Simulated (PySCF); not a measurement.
TiH3, SMILES [TiH3] (connectivity only; charge and spin as stated), neutral, multiplicity 2.

Coordinates come from a PBE0-D3(BJ)/def2-TZVPD optimisation. The geometry has at least one imaginary mode, so it is a saddle point at that level. The multiplicity is an assumed one; other spin states were not compared.

Method: TDA-M06-2X/def2-TZVPD (PySCF 2.14.0).

Vertical excitations; the highest root listed may be one member of a degenerate set. 

Task: Estimate the UV-visible absorptions. (The exact figures need the calculation; the answer reports its results.)

Result: 
```csv
state,energy (eV),λ (nm),f,main pairs
root 1,1.35,921,0.002,α HOMO→LUMO 81 %
root 2,1.41,878,0.003,α HOMO→LUMO+1 81 %
root 3,3.07,404,0.002,"α HOMO−2→LUMO+2 49 %, α HOMO−1→LUMO+3 39 %, β HOMO−1→LUMO+4 5 %"
root 4,3.13,397,0.000,"α HOMO−1→LUMO+2, α HOMO−2→LUMO+3, β HOMO→LUMO+4, β HOMO−1→LUMO+5 (degenerate set)"
root 5,3.13,396,0.000,"α HOMO−1→LUMO+3, α HOMO−2→LUMO+2, β HOMO→LUMO+5, β HOMO−1→LUMO+4 (degenerate set)"
root 6,3.23,384,0.000,"α HOMO−2→LUMO+3 56 %, α HOMO−1→LUMO+2 41 %"
root 7,3.27,379,0.000,"α HOMO−1→LUMO 45 %, α HOMO−2→LUMO+1 40 %, β HOMO→LUMO+2 6 %"
root 8,3.41,363,0.002,"α HOMO−2→LUMO 40 %, α HOMO−1→LUMO+1 30 %, β HOMO−1→LUMO+2 13 %, β HOMO→LUMO+1 8 %"
root 9,3.42,363,0.002,"α HOMO−2→LUMO+1 37 %, α HOMO−1→LUMO 33 %, β HOMO−1→LUMO+1 12 %, β HOMO→LUMO+2 10 %"
root 10,3.46,359,0.000,"α HOMO−1→LUMO+1 30 %, α HOMO−2→LUMO 21 %, β HOMO→LUMO+1 22 %, β HOMO−1→LUMO+2 16 %"
```
Unrestricted roots are not spin-pure.
